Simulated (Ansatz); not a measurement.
Molecule: C2H6GeI2 (charge 0, singlet). 
Geometry from a B3LYP-D3(BJ)/def2-TZVP (Ansatz, a first-principles code) optimisation:
```
Ge
C 1 1.9557
H 2 1.0875 1 109.57
H 2 1.0898 3 109.56 1 -119.67
H 2 1.0898 3 109.56 4 -120.67
C 1 1.9557 2 115.21 3 180.00
H 6 1.0875 1 109.57 2 180.00
H 6 1.0898 7 109.56 1 119.67
H 6 1.0898 7 109.56 8 120.67
I 1 2.5486 2 108.14 3 -58.92
I 1 2.5486 2 108.14 3 58.92
```
Charge 0, spin multiplicity 1.

Dipole moments at this geometry, in debye (magnitudes).

```
level               program  dipole (D)
------------------  -------  ----------
SVWN5/def2-TZVPD     Ansatz        2.71
PBE/def2-TZVPD       Ansatz        2.65
BLYP/def2-TZVPD      Ansatz        2.64
r2SCAN/def2-TZVPD    Ansatz        2.75
B97M-V/def2-TZVPD    Ansatz        2.61
B3LYP/def2-TZVPD     Ansatz        2.70
PBE0/def2-TZVPD      Ansatz        2.73
BHLYP/def2-TZVPD     Ansatz        2.78
r2SCAN0/def2-TZVPD   Ansatz        2.79
HSE06/def2-TZVPD     Ansatz        2.73
LC-wPBE/def2-TZVPD   Ansatz        2.76
wB97M-V/def2-TZVPD   Ansatz        2.74
CCSD(T)/def2-SVPD    Ansatz        2.51
```
